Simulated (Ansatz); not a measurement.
Sr₅S₆. Total charge 0; triplet. Geometry PBE-D4/def2-SVP, that of the charge -1 doublet; atoms count from 1.

```xyz
11

Sr   -0.6505    2.2474   -0.0323
Sr    3.0694    0.9440   -0.2963
Sr    0.6610   -1.4760    1.6914
Sr   -0.0124   -0.9300   -1.9996
Sr   -3.0679   -0.8202    0.5626
S     1.2190    1.7743   -2.1236
S    -1.2322   -2.7611    0.0012
S    -2.4577    0.7175   -1.6090
S    -1.3668    0.6076    2.3528
S     2.4441   -1.7045   -0.5135
S     1.3939    1.4010    1.9664
```

In the def2 sets Sr takes a core potential; there is no spin–orbit coupling. The structure comes from a short search, and lower isomers may exist.

(1) Estimate the Mulliken populations from the PBE0/def2-SVP orbitals of Ansatz.

(2) Where does the spin sit?

(3) And the Mayer bond orders between bonded heavy atoms (over 0.3)?

Results:

(1) 
```tsv
atom	charge (e)	spin (α − β)
Sr1	0.67	-0.08
Sr2	0.59	0.10
Sr3	0.67	-0.08
Sr4	0.74	-0.01
Sr5	0.59	0.10
S6	-0.57	0.25
S7	-0.57	0.25
S8	-0.57	0.25
S9	-0.49	0.49
S10	-0.57	0.25
S11	-0.49	0.49
```
Mulliken values and Mayer orders depend strongly on the basis.

(2) Summed by element: Sr 0.02, S 1.98, of 2 unpaired in all. Largest on single atoms: S9 0.49, S11 0.49, S8 0.25.

(3) Sr1–S6 0.62 (2.84 Å); Sr1–S8 0.62 (2.84 Å); Sr1–S9 0.45 (2.98 Å); Sr1–S11 0.45 (2.98 Å); Sr2–S6 0.78 (2.73 Å); Sr2–S10 0.78 (2.73 Å); Sr2–S11 0.68 (2.85 Å); Sr3–S7 0.62 (2.84 Å); Sr3–S9 0.45 (2.98 Å); Sr3–S10 0.62 (2.84 Å); Sr3–S11 0.45 (2.98 Å); Sr4–S6 0.50 (2.97 Å); Sr4–S7 0.50 (2.97 Å); Sr4–S8 0.50 (2.97 Å); Sr4–S10 0.50 (2.97 Å); Sr5–S7 0.78 (2.73 Å); Sr5–S8 0.78 (2.73 Å); Sr5–S9 0.68 (2.85 Å). Values over 0.3 also appear between atoms too far apart for a bond (S9–S11 0.35 at 2.90 Å); they arise where an orbital or an unpaired electron spreads over both atoms.
